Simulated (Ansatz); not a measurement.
Job for Ansatz (an electronic-structure program): R-RI-MP2/def2-QZVPP on CH4 (SMILES C). The basis file is the Basis Set Exchange's JSON of that set.

Ansatz 0.2 input:
```yaml
crystal:
  periodic: [false, false, false]
  atoms:
    - {symbol: C, position_ang: [0.00000000, -0.00000000, -0.00000000]}
    - {symbol: H, position_ang: [0.63465846, 0.63465846, 0.63465846]}
    - {symbol: H, position_ang: [-0.63465846, -0.63465846, 0.63465846]}
    - {symbol: H, position_ang: [0.63465846, -0.63465846, -0.63465846]}
    - {symbol: H, position_ang: [-0.63465846, 0.63465846, -0.63465846]}
basis:
  gaussian:
    orbitals: def2-QZVPP.json
    fitting: {mean_field: def2-universal-JKFIT, correlation: def2-QZVPP-RIFIT.json}
magnetization: {spin_polarized: false}
correlation: {method: mp2, electrons: outside_noble_gas}
scf: {lower_state_search: off}
```

It printed:

```
WARN ansatz: RAYON_NUM_THREADS=4 ignored (pool sized by the plan → 4); use --threads N
Functional definition: HF
these checks for a lower state are left out or cut short: stability, starts, cluster_reference, orbital_swaps, neighbouring_geometries, increment
integrals: 0.07 GiB planned
147 factors; integrals over basis functions are off by at most 1.7e0 eV
365 factors; integrals over basis functions are off by at most 4.3e-1 eV
mean field: 0.19 GiB planned
mean field evaluation 1: about -1093.0129 eV, gradient 2.3e1 eV
mean field evaluation 2: about -1094.1351 eV, gradient 8.9e0 eV
mean field evaluation 4: about -1094.3326 eV, gradient 2.0e-1 eV
mean field evaluation 8: about -1094.3328 eV, gradient 1.3e-6 eV
mean field -1094.33283440 eV, -40.2159898988 hartree, gradient 1.2e-6 eV, S^2 0.000000; 0 other end points of the search recorded, 0 dependent functions left out
1 core orbitals not correlated
reference -1094.33283440 eV, -40.2159898988 hartree; 4, 4 occupied and 172, 172 virtual orbitals, 365 factors
second order -5.70862427 eV of doubles, -0.00000000 eV of singles
Total energy: -1100.04145867 eV, -40.4257779714 hartree
Checks for a lower state left out: stability, starts, cluster_reference, orbital_swaps, neighbouring_geometries, increment
```

The run converged.

Cost: about 0.5 core-seconds (a rough figure).
